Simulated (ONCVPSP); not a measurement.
## W, ONCV: configuration errors across variants

W, optimised norm-conserving Vanderbilt (ONCV), made with ONCVPSP 4.0.1 (PBEsol, scalar-relativistic). Core [Xe] 4f14, reference 5d4 6s1 (charge +1). Waves: 6s: rc 2.75 bohr, ncon 4, nbas 8, qcut 2.1 1/bohr, 1 projector; p scattering state at 0.44 Ha: rc 2.55 bohr, ncon 4, nbas 8, qcut 2.8 1/bohr, 1 projector; 5d: rc 1.75 bohr, ncon 3, nbas 6, qcut 6.3 1/bohr, 2 projectors, debl 3.3 Ha. Local part: polynomial inside 1.50 bohr (lpopt 5, dvloc0 -1 Ha). Core correction: Teter function, fcfact 1.75, rcfact 1.7.

In the p channel the program set the typed energies aside and used 0.050 Ha.

All-electron excitation energies from the reference (eV): (1) 5d4 6s2 -8.925; (2) 5d4 6s0 15.696; (3) 5d3 6s0 41.100; (4) 5d4 6s0 6p2 0.414.

A true bound ghost makes a file unfit for plane-wave use even where its test errors are small: the radial tests pick states by their node count and pass the ghost by.

Errors AE − PS in meV (a dash: test not solved or not reliable):

```tsv
change	(1)	(2)	(3)	(4)	bound ghosts	GHOST(+) flags above zero
base	-46	-111	-389	+12	s, p	none
d: rc 1.3; local potential polynomial inside 1.30 bohr (lpopt 5, dvloc0 -1 Ha)	-45	-111	-389	+34	s, p	s
d: rc 1.56	-46	-111	-389	+12	s, p	none
d: rc 1.76	-46	-111	-389	+12	s, p	none
d: rc 2.02	-46	-111	-389	+12	s, p	none
d: rc 2.3	-45	-110	-386	+12	s, p	d
```

**Question.** Give the same row for: d: rc 2.46.

**Answer.** -45, -110, -386, +13; bound ghosts: s, p; GHOST(+) flags above zero: none.
